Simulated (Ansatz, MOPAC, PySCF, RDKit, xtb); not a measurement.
Pair of molecules: CH5N (SMILES CN) (first 7 atoms) with CH2O2 (SMILES O=CO); geometry from B3LYP-D3(BJ)/def2-TZVP, rigid monomers moved along the line of their centres of mass till N2···H12 is 2.30 Å.
(charge 0, multiplicity 1):
| atom | x (Å) | y (Å) | z (Å) |
|---|---|---|---|
| C | 0.1951 | 0.6462 | 0.1549 |
| N | -0.5601 | -0.4425 | 0.7931 |
| H | 0.9855 | 0.9585 | 0.8359 |
| H | -0.4698 | 1.4936 | -0.0117 |
| H | 0.6467 | 0.3639 | -0.8006 |
| H | 0.0563 | -1.2240 | 0.9904 |
| H | -1.3030 | -0.7782 | 0.1909 |
| O | 1.2589 | -0.1161 | 4.0343 |
| C | 0.2424 | 0.2654 | 4.5658 |
| O | -0.9422 | 0.3715 | 3.9910 |
| H | 0.1978 | 0.5752 | 5.6207 |
| H | -0.8675 | 0.0659 | 3.0185 |

```
level                              interaction energy (kJ/mol)  cost
---------------------------------  ---------------------------  ----
MMFF94                                                   -30.9     -
UFF                                                        6.8     -
GFN-FF                                                   -38.1     -
AM1                                                      -11.0     -
PM3                                                      -10.7     -
PM6                                                      -24.4     -
PM7                                                      -34.4     -
GFN1-xTB                                                 -27.1     -
GFN2-xTB                                                 -28.1     -
HF/STO-3G (no counterpoise)                              -25.0     -
HF/3-21G (no counterpoise)                               -54.0     -
HF/6-31G*                                                -36.2     -
HF/6-31G* (no counterpoise)                              -40.6     -
HF/aug-cc-pVDZ                                           -31.9     -
PBE/def2-TZVPPD                                          -37.7    ×1
PBE-D3(BJ)/def2-TZVPPD                                   -41.7    ×1
PBE-D4/def2-TZVPPD                                       -41.6    ×1
BP86/6-31G* (no counterpoise)                            -45.1     -
r2SCAN/def2-TZVPPD                                       -38.9    ×1
r2SCAN-D3(BJ)/def2-TZVPPD                                -40.7    ×1
r2SCAN-D4/def2-TZVPPD                                    -40.5    ×1
B3LYP/3-21G (no counterpoise)                            -62.1     -
B3LYP/6-31G*                                             -39.7     -
B3LYP/6-31G* (no counterpoise)                           -46.3     -
B3LYP/6-311+G** (no counterpoise)                        -38.4     -
B3LYP/def2-TZVPPD                                        -34.6    ×1
B3LYP-D3(BJ)/def2-TZVPPD                                 -40.4    ×1
B3LYP-D4/def2-TZVPPD                                     -40.1    ×1
PBE0/def2-TZVPPD                                         -37.2    ×1
PBE0-D3(BJ)/def2-TZVPPD                                  -41.0    ×1
PBE0-D4/def2-TZVPPD                                      -40.9    ×1
M06-2X/6-31G* (no counterpoise)                          -48.3     -
wB97X-V/def2-TZVPPD                                      -39.6    ×2
wB97M-V/def2-TZVPPD                                      -39.2    ×3
MP2/6-31G*                                               -40.0     -
MP2/6-31G* (no counterpoise)                             -48.6     -
MP2/aug-cc-pVDZ                                          -37.5     -
SCS-MP2/aug-cc-pVDZ                                      -35.3     -
CCSD/aug-cc-pVDZ                                         -35.8     -
CCSD(T)/aug-cc-pVDZ                                      -37.1   ×10
```

The rows run from -62.1 (B3LYP/3-21G (no counterpoise)) to 6.8 kJ/mol (UFF). In aug-cc-pVDZ the value moves HF -31.9, MP2 -37.5, CCSD -35.8, CCSD(T) -37.1, a shift of -5.2 from HF to CCSD(T). The dispersion term adds -4.0 in PBE-D3(BJ), -3.9 in PBE-D4, -1.8 in r2SCAN-D3(BJ). The 6 functionals in def2-TZVPPD without D3 or D4 span 5.0, from wB97X-V to B3LYP.

Counterpoise-corrected where a basis set is named; no monomer relaxation. Rows marked so take none. RDKit's UFF carries no charges.

Correlated levels freeze the cores. Rows in 3-21G, 6-311+G**, 6-31G*, STO-3G carry no dispersion term and start afresh at each structure (6-31G* with six Cartesian d functions). MP2/6-31G* freezes PySCF's default core. The state that AM1, PM3, PM6, PM7 reach isn't checked; PM7 holds dispersion and hydrogen-bond terms.

The values were computed with Ansatz (Gaussian basis) for Hartree–Fock, density functionals and correlated methods; MOPAC for AM1, PM3, PM6, PM7 (differences of heats of formation); PySCF for 3-21G rows, 6-311+G** rows, 6-31G* rows, STO-3G rows, the dispersion terms; RDKit for the force fields; xtb for the GFN methods. Values without a source in brackets are computed.

Costs are rough ratios of core time to PBE/def2-TZVPPD (about 13 s over the structures, on one shared machine); a dash marks a level with no comparable run of its own.

Ansatz is an electronic-structure program.
